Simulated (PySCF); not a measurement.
C₂H₉AlN₂. Atoms are numbered in the order given.

```xyz
14

Al     0.8074     0.0399     0.0000
H      2.3188     0.5023     0.0000
N     -0.5009     1.2562     0.0000
C     -0.3654     2.7033     0.0000
H     -1.4788     0.9710     0.0000
H     -0.8213     3.1752     0.8918
H     -0.8213     3.1752    -0.8918
H      0.7015     2.9791     0.0000
N      0.4213    -1.7046     0.0000
C     -0.8597    -2.3880     0.0000
H      1.1990    -2.3636     0.0000
H     -1.0027    -3.0285     0.8917
H     -1.0027    -3.0285    -0.8917
H     -1.6810    -1.6536     0.0000
```
Charge 0, spin multiplicity 1.

Geometry optimised at TPSSh-D3(BJ)/def2-SVP. The structure was generated by enumeration; whether it is a known compound was not checked. Other conformers were not sampled.

The numbers are results of B3LYP/def2-TZVP run with PySCF, not measurements.

Symmetry labels are those of the subgroup Cs that the program uses (full group Cs).

Task: List the valence orbital energies around the gap with their symmetry. (An estimate is asked for; the answer gives what the named calculation found.)

Result: 
| orbital | symmetry | energy (eV) |
|---|---|---|
| HOMO−7 | A" | -11.38 |
| HOMO−6 | A" | -11.30 |
| HOMO−5 | A' | -11.07 |
| HOMO−4 | A' | -9.98 |
| HOMO−3 | A' | -9.07 |
| HOMO−2 | A' | -8.45 |
| HOMO−1 | A" | -6.67 |
| HOMO | A" | -6.03 |
| LUMO | A" | 0.12 |
| LUMO+1 | A' | 0.26 |
| LUMO+2 | A' | 0.77 |
| LUMO+3 | A' | 1.47 |
